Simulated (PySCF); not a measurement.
Predicted microwave data (B3LYP/def2-SVPD in PySCF (dipole) on a GFN2-xTB geometry, gas phase) for one isomer of C5H7F3O:

| Property | Result |
| --- | --- |
| Rotational constants | A = 2053, B = 1337, C = 994.5 MHz |
| Dipole components | \|μa\| = 0.57 D, \|μb\| = 0.89 D, \|μc\| = 0.93 D |
| Inertial defect | -115.86 u·Å² |
| κ | -0.35 |

Question: Which candidate fits, each taken in the one conformer that was computed?
A. `[F:1][CH2:2][C@@H:3]1[CH2:4][O:5][C@@H:6]1[CH:7]([F:8])[F:9]` with F1–C2–C3–C4 -89°, O5–C6–C7–F8 179°
B. `[CH3:1][O:2][C@H:3]([CH3:4])[C:5]([F:6])=[C:7]([F:8])[F:9]` with C1–O2–C3–C4 -167°, O2–C3–C5–F6 75°
C. `[F:1][CH2:2][C@@:3]1([F:4])[CH2:5][C@@H:6]([F:7])[CH2:8][O:9]1` with F1–C2–C3–F4 -83°, C2–C3–C5–C6 142°, C3–C5–C6–F7 -118°, C5–C6–C8–O9 -19°, C6–C8–O9–C3 33°

Answer: A. It is FC[C@@H]1CO[C@@H]1C(F)F, an asymmetric top, point group C1. The candidates at the same level (rigid rotor, commonest isotopes):

| SMILES | A (MHz) | B (MHz) | C (MHz) | μa (D) | μb (D) | μc (D) | Δ (u·Å²) | point group | rotor |
| --- | --- | --- | --- | --- | --- | --- | --- | --- | --- |
| CO[C@H](C)C(F)=C(F)F | 2107 | 1192 | 967.2 | 0.72 | 0.98 | 1.14 | -141.09 | C1 | asymmetric top |
| FC[C@@]1(F)C[C@@H](F)CO1 | 2666 | 1181 | 1009 | 1.14 | 0.54 | 0.09 | -116.59 | C1 | asymmetric top |
| FC[C@@H]1CO[C@@H]1C(F)F | 2053 | 1337 | 994.5 | 0.57 | 0.89 | 0.93 | -115.86 | C1 | asymmetric top |

`CO[C@H](C)C(F)=C(F)F` has B 11 % too low; `FC[C@@]1(F)C[C@@H](F)CO1` has A 30 % too high. No structure here is proved a minimum.
